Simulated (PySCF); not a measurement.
**Dipole moment and polarisability of `CC(=S)c1ccon1`**

Compound: C5H5NOS.
Geometry (GFN2-xTB, Å), atoms numbered from 1 in this order:
```
atom  x, y, z in Å
C1    -2.119    0.482    0.385
C2    -1.106   -0.281   -0.388
S3    -1.515   -1.327   -1.573
C4     0.283   -0.064   -0.054
C5     1.436   -0.667   -0.637
C6     2.465   -0.107    0.051
O7     1.988    0.751    0.961
N8     0.650    0.775    0.895
H9    -1.934    1.551    0.277
H10   -2.018    0.253    1.446
H11   -3.123    0.242    0.047
H12    1.460   -1.386   -1.426
H13    3.529   -0.222   -0.002
```

Level: PBE0/def2-SVPD (PySCF), static field, nuclei fixed, core orbitals frozen in the response. The polarisability tensor in these axes (au):

```
x   110.83   7.71  12.32
y     7.71  76.75  23.66
z    12.32  23.66  82.77
```

Task: What are the eigenvalues, a third of the trace, and Δα (Δα² = ½Σ(αi − αj)² over the three pairs)?

Result: Principal values 55.80, 92.49 and 122.06 au; mean 90.12 au = 13.35 Å³ = 14.86 × 10⁻⁴⁰ C²·m²/J; Δα = 57.49 au (64 % of the mean).

Task: What is the dipole moment, and where does it point?

Result: (1.63, -0.06, 0.05) D, 1.63 D in size, pointing from the negative to the positive side. Measured along this direction, the outermost atoms are H11 at the negative end and H13 at the positive end.

Task: Molar refractivity from α?

Result: Lorentz–Lorenz: R = (4π/3)N_A α = 2.5225 cm³/(mol·Å³) × 13.35 Å³ = 33.7 cm³/mol, in the limit of long wavelengths.

Task: Rayleigh depolarisation ratio (linearly polarised light, static tensor)?

Result: ρ = 3Δα²/(45ᾱ² + 4Δα²) = 9914.9/(365463 + 13219.9) = 0.0262.

Task: Form Σ f/ω² (atomic units) for the 6 lowest TDDFT singlets, given as eV and f, and set it beside the mean polarisability, which is this sum over all singlets: 2.22, 0.0001; 4.45, 0.0165; 4.89, 0.0035; 4.89, 0.3440; 5.15, 0.0003; 6.13, 0.0398.

Result: They add up to 12.19 au, 13.5 % of the 90.12 au; the largest single term is 10.66 au, from the state at 4.89 eV. Terms in order: 0.01, 0.62, 0.11, 10.66, 0.01, 0.79 au. Higher excitations give the rest. The strengths listed sum to 0.404.

One conformer (not necessarily the lowest) at the GFN2-xTB geometry, without solvent, vibrations or thermal averaging.
